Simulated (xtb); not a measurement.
AlF$_{3}$ (SMILES [F][Al]([F])[F]), singlet, at a GFN2-xTB geometry (such geometries of metal compounds can be far from the true shape).

The xtb input:
```
$ xtb mol.xyz --gfn 2 --json

# file mol.xyz
4

Al     0.00000000    -0.00000000    -0.00000000
F     -0.02093275     1.63085400     0.03791596
F      1.42318261    -0.79710311    -0.02717492
F     -1.40224986    -0.83375089    -0.01074104
```

What does this run give for the HOMO-LUMO gap, total energy, dipole moment?


```
Property              Value
-------------  ------------
HOMO-LUMO gap       5.53 eV
total energy   -421.8331 eV
dipole moment        0.00 D
```
